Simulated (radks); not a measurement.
The numbers below are computed, except where a source is named.
Q: Neutral neon, configuration [Ne] (the NIST ground configuration). Level of theory: non-relativistic Kohn-Sham, LDA (Slater exchange, VWN5 correlation), spin-polarised, spherical densities, point nucleus (a radial shooting solver on a logarithmic mesh with Libxc functionals). Some entries of the table are withheld. Estimate them.

| orbital | occ. | eigenvalue (eV) | r(max) (bohr) |
|---|---|---|---|
| 1s | 2 | (1) | (2) |
| 2s | 2 | (3) | (4) |
| 2p | 6 | (5) | 0.6194 |

A: 
(1) 1s eigenvalue (eV): -824.6643
(2) 1s r(max) (bohr): 0.1033
(3) 2s eigenvalue (eV): -35.9955
(4) 2s r(max) (bohr): 0.6846
(5) 2p eigenvalue (eV): -13.5522
